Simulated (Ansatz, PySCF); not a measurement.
Process, species as SMILES: [F][Bi]([F])[F] → [F][Bi]([F])[F] as doublet, charge +1 + e-
Each molecule is optimised on its own at B3LYP-D3(BJ)/def2-TZVP (Ansatz, a program for electronic structure). A spin state is the lowest found, not a proven ground state.
Geometry of the first species:
```
Bi
F 1 2.0046
F 1 2.0046 2 95.78
F 1 2.0046 2 95.78 3 96.44
```

Wanted: adiabatic ionisation energy (0 K, with B3LYP-D3(BJ) harmonic zero-point energies from PySCF), in eV. Cores are frozen in the correlated levels unless marked. UHF or UKS for open shells. No spin-orbit coupling. The frozen core is the preceding noble-gas configuration, with the filled d and f shells of earlier blocks. Past Kr the def2 sets carry scalar-relativistic core potentials. Basis-set limits of correlation are two-point, X^-3; Hartree-Fock from the larger set. The bracket is a focal-point correction in the basis named.

```csv
level,program,adiabatic ionisation energy (eV),minus last row
HF/def2-QZVPPD,Ansatz,12.08,-0.45
HF-D3(BJ)/def2-TZVPD,PySCF + dftd3,12.11,-0.42
BLYP/def2-TZVPD,Ansatz,11.89,-0.64
r2SCAN-D4/def2-TZVPD,Ansatz + dftd4,12.12,-0.41
B3LYP-D4/def2-TZVPD,Ansatz + dftd4,12.38,-0.15
PBE0/def2-TZVPD,Ansatz,12.29,-0.24
BHLYP-D3(BJ)/def2-TZVPD,Ansatz + dftd3,12.59,0.06
BHLYP-D4/def2-TZVPD,Ansatz + dftd4,12.60,0.07
TPSSh/def2-TZVPD,PySCF,12.05,-0.48
r2SCANh/def2-TZVPD,Ansatz,12.25,-0.28
r2SCAN0/def2-TZVPD,Ansatz,12.43,-0.10
M06-2X/def2-TZVPD,PySCF,12.60,0.07
LC-wPBE-D3(BJ)/def2-TZVPD,Ansatz + dftd3,12.59,0.06
B2PLYP/def2-TZVPD,Ansatz,12.39,-0.14
RPA@PBE/def2-TZVPP,Ansatz,12.09,-0.44
RPA@PBE/def2-QZVPP,Ansatz,12.29,-0.24
RI-MP2/def2-TZVPP,Ansatz,12.54,0.01
SCS-MP2/def2-SVP,Ansatz,12.29,-0.24
SCS-MP2/def2-SVPD,Ansatz,12.72,0.19
CCSD/def2-TZVPP,Ansatz,12.43,-0.10
"RI-MP2/CBS(def2-TZVPP,def2-QZVPP)+[CCSD(T)-MP2]/def2-TZVPP",Ansatz,12.53,0.00
```
